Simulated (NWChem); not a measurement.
System: ZrO₂; SMILES [O]=[Zr]=[O]

Here is an NWChem input.

```
start job
memory heap 200 mb stack 900 mb global 1100 mb
geometry units angstroms
  Zr     0.000000     0.000000     0.283689
  O      1.425531     0.000000    -0.750882
  O     -1.425531     0.000000    -0.750882
end
basis spherical
  Zr library def2-svp
  O library def2-svp
end
ecp
  Zr library def2-ecp
end
dft
  xc slater vwn_5
  iterations 150
end
driver
  maxiter 120
end
task dft optimize
dft
  grid fine
  convergence energy 1d-8 density 1d-7
end
task dft freq numerical
```

Output (shortened):

```
             Northwest Computational Chemistry Package (NWChem) 7.3.0
             --------------------------------------------------------

 C2V symmetry detected

                             Geometry "geometry" -> ""
                             -------------------------

 Output coordinates in angstroms (scale by  1.889725989 to convert to a.u.)

  No.       Tag          Charge          X              Y              Z
 ---- ---------------- ---------- -------------- -------------- --------------
    1 Zr                  40.0000     0.00000000     0.00000000     0.29559171
    2 O                    8.0000     1.42553100     0.00000000    -0.73897929
    3 O                    8.0000    -1.42553100     0.00000000    -0.73897929

 Effective nuclear repulsion energy (a.u.)     204.1556752489

      Symmetry information
      --------------------

 Group name             C2v
 Group number             16
 Group order               4
 No. of unique centers     2

                                Z-matrix (autoz)
                                --------

 Units are Angstrom for bonds and degrees for angles

      Type          Name      I     J     K     L     M      Value
      ----------- --------  ----- ----- ----- ----- ----- ----------
    1 Stretch                  1     2                       1.76138
    2 Stretch                  1     3                       1.76138
    3 Bend                     2     1     3               108.05989

                           NWChem Geometry Optimization
                           ----------------------------

 maximum gradient threshold         (gmax) =   0.000450
 rms gradient threshold             (grms) =   0.000300
 maximum cartesian step threshold   (xmax) =   0.001800
 rms cartesian step threshold       (xrms) =   0.001200
 fixed trust radius                (trust) =   0.300000
 source of zmatrix                         =   autoz

          -------------------
          Energy Minimization
          -------------------

 Using diagonal initial Hessian
 Scaling for Hessian diagonals: bonds = 1.00  angles = 0.25  torsions = 0.10

          --------
          Step   0

                                 NWChem DFT Module
                                 -----------------

 Summary of "ao basis" -> "ao basis" (spherical)
 ------------------------------------------------------------------------------
       Tag                 Description            Shells   Functions and Types
 ---------------- ------------------------------  ------  ---------------------
 Zr                         def2-svp                11       31   5s3p2d1f
 O                          def2-svp                 6       14   3s2p1d

      Symmetry analysis of basis
      --------------------------

        a1         24
        a2          7
        b1         17
        b2         11

            General Information
            -------------------
          SCF calculation type: DFT
          Wavefunction type:  closed shell.
          No. of atoms     :     3
          No. of electrons :    28
           Alpha electrons :    14
            Beta electrons :    14
          Charge           :     0
          Spin multiplicity:     1
          Use of symmetry is: on ; symmetry adaption is: on
          Maximum number of iterations: 150
          AO basis - number of functions:    59
                     number of shells:    23
          Convergence on energy requested:  1.00D-06
          Convergence on density requested:  1.00D-05
          Convergence on gradient requested:  5.00D-04

              XC Information
              --------------
                        Slater Exchange Functional  1.000 local
                      VWN V Correlation Functional  1.000 local

             Grid Information
             ----------------
          Grid used for XC integration:  medium
          Radial quadrature: Mura-Knowles
          Angular quadrature: Lebedev.
          Tag              B.-S. Rad. Rad. Pts. Rad. Cut. Ang. Pts.
          ---              ---------- --------- --------- ---------
          Zr                  1.55      123          10.0       590
          O                   0.60       49           7.0       434
          Grid pruning is: on
          Number of quadrature shells:   172
          Spatial weights used:  Erf1

      Superposition of Atomic Density Guess
      -------------------------------------

 Sum of atomic energies:        -202.88179242

      Non-variational initial energy
      ------------------------------

 Total energy =    -195.528896
 1-e energy   =    -421.120396
 2-e energy   =     156.029601
 HOMO         =      -0.458083
 LUMO         =      -0.143209

      Symmetry analysis of molecular orbitals - initial
      -------------------------------------------------

  Numbering of irreducible representations:

     1 a1          2 a2          3 b1          4 b2

  Orbital symmetries:

     1 a1          2 b1          3 a1          4 b1          5 a1
     6 b2          7 a1          8 b1          9 a1         10 a2
    11 b1         12 b2         13 a1         14 b1         15 a1
    16 b2         17 a1         18 b1         19 b2         20 a2
    21 a1         22 a1         23 b1         24 a1

[...]

      ----------------------
      Optimization converged
      ----------------------

  Step       Energy      Delta E   Gmax     Grms     Xrms     Xmax
  ---- ---------------- -------- -------- -------- -------- --------
@    2    -196.27028807 -1.5D-07  0.00014  0.00012  0.00023  0.00049
                                     ok       ok       ok       ok

                                Z-matrix (autoz)
                                --------

 Units are Angstrom for bonds and degrees for angles

      Type          Name      I     J     K     L     M      Value     Gradient
      ----------- --------  ----- ----- ----- ----- ----- ---------- ----------
    1 Stretch                  1     2                       1.76557    0.00014
    2 Stretch                  1     3                       1.76557    0.00014
    3 Bend                     2     1     3               105.73100    0.00004

                         Geometry "geometry" -> "geometry"
                         ---------------------------------

 Output coordinates in angstroms (scale by  1.889725989 to convert to a.u.)

  No.       Tag          Charge          X              Y              Z
 ---- ---------------- ---------- -------------- -------------- --------------
    1 Zr                  40.0000     0.00000000     0.00000000     0.31644804
    2 O                    8.0000     1.40755102     0.00000000    -0.74940745
    3 O                    8.0000    -1.40755102     0.00000000    -0.74940745

 Effective nuclear repulsion energy (a.u.)     203.8512935231

      Symmetry information
      --------------------

 Group name             C2v
 Group number             16
 Group order               4
 No. of unique centers     2

                Final and change from initial internal coordinates
                --------------------------------------------------

                                Z-matrix (autoz)
                                --------

 Units are Angstrom for bonds and degrees for angles

      Type          Name      I     J     K     L     M      Value       Change
      ----------- --------  ----- ----- ----- ----- ----- ---------- ----------
    1 Stretch                  1     2                       1.76557    0.00419
    2 Stretch                  1     3                       1.76557    0.00419
    3 Bend                     2     1     3               105.73100   -2.32890

[...]

 Rotational Constants
 --------------------
 A=   0.628918 cm-1  (  0.904852 K)
 B=   0.265987 cm-1  (  0.382687 K)
 C=   0.186929 cm-1  (  0.268943 K)

 Temperature                      =   298.15K
 frequency scaling parameter      =   1.0000

 Zero-Point correction to Energy  =    3.058 kcal/mol  (  0.004874 au)
 Thermal correction to Energy     =    5.156 kcal/mol  (  0.008217 au)
 Thermal correction to Enthalpy   =    5.748 kcal/mol  (  0.009161 au)

 Total Entropy                    =   63.999 cal/mol-K
   - Translational                =   40.290 cal/mol-K (mol. weight = 121.8941)
   - Rotational                   =   22.073 cal/mol-K (symmetry #  =        2)
   - Vibrational                  =    1.636 cal/mol-K

 Cv (constant volume heat capacity) =    8.575 cal/mol-K
   - Translational                  =    2.979 cal/mol-K
   - Rotational                     =    2.979 cal/mol-K
   - Vibrational                    =    2.616 cal/mol-K

[normal modes left out]

 ----------------------------------------------------------------------------
 Normal Eigenvalue ||           Projected Infra Red Intensities
  Mode   [cm**-1]  || [atomic units] [(debye/angs)**2] [(KM/mol)] [arbitrary]
 ------ ---------- || -------------- ----------------- ---------- -----------
    1       -0.000 ||    0.006961           0.161         6.786       1.588
    2       -0.000 ||    0.017903           0.413        17.453       4.084
    3        0.000 ||    0.021946           0.506        21.394       5.007
    4        0.000 ||    0.030838           0.711        30.063       7.035
    5        0.000 ||    0.030838           0.711        30.063       7.035
    6        0.000 ||    0.000002           0.000         0.002       0.000
    7      308.046 ||    0.006371           0.147         6.211       1.453
    8      887.585 ||    0.243609           5.620       237.482      55.576
    9      944.679 ||    0.036031           0.831        35.125       8.220
 ----------------------------------------------------------------------------
```

Level: LDA (Slater exchange, VWN5)/def2-SVP with def2 effective core potentials on Zr. def2 effective core potentials on Zr; no spin-orbit coupling.
